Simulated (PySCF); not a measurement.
Compound: C₅H₇O₃ (doublet state).
Atom-mapped SMILES: `[CH3:1][O:2][C:3]1=[CH:4][O:5][CH:6][CH2:7][O:8]1` (hydrogens: H9, H10, H11 on C1; H12 on C4; H13 on C6; H14, H15 on C7)

Cartesian coordinates in Å at the GFN2-xTB level; atoms count from 1:
```
atom  x, y, z in Å
C1     2.5159    0.2865   -0.2667
O2     1.5886   -0.7354   -0.5790
C3     0.2829   -0.4489   -0.3646
C4    -0.6792   -1.3335   -0.6979
O5    -2.0029   -1.0494   -0.5679
C6    -2.2995    0.1394    0.0075
C7    -1.2616    0.7572    0.8752
O8     0.0112    0.7536    0.2186
H9     3.4936   -0.1268   -0.5034
H10    2.4687    0.5535    0.7919
H11    2.3326    1.1809   -0.8667
H12   -0.4710   -2.2840   -1.1494
H13   -3.3483    0.3057    0.1574
H14   -1.1438    0.2086    1.8302
H15   -1.4915    1.8007    1.0930
```

The hyperfine couplings belong to this conformer and change with its torsions.

Computed, not measured: PySCF, UKS B3LYP, pcH-1 on C H O, non-relativistic, mean-field spin-orbit, GIAO. Geometry: GFN2-xTB, one conformer, isolated molecule. A GFN2-xTB geometry isn't a minimum of the functional, and hyperfine couplings can be far from their values at a DFT geometry. Stability of the SCF solution: not tested.

Largest spin populations (Mulliken): C6 (+0.81), O5 (+0.13), C3 (+0.10) and C4 (-0.06). No atom but C6 exceeds +0.15. The angles at C6 add up to 354.0°, so it is nearly planar; its axial dipolar tensor and the negative coupling of its proton fit spin in a p orbital normal to that plane.

**Question.** List the C–H protons on four-coordinate carbons next to a three-coordinate spin centre, with their couplings and θ (C–H bond against the normal to the plane of the centre's neighbours, projected along the bond that joins the two).

**Answer.** 
```csv
β H,on,centre,θ (°),cos²θ,a (G)
H14,C7,C6,6,0.99,+27.66
H15,C7,C6,64,0.19,+6.38
```

Couplings in gauss use g_iso = 2.0031.

On an Arm Neoverse V1 with one thread, on a shared host, this took 75 s wall (grids of density and orbitals included) and 0.97 GiB of memory at its peak.
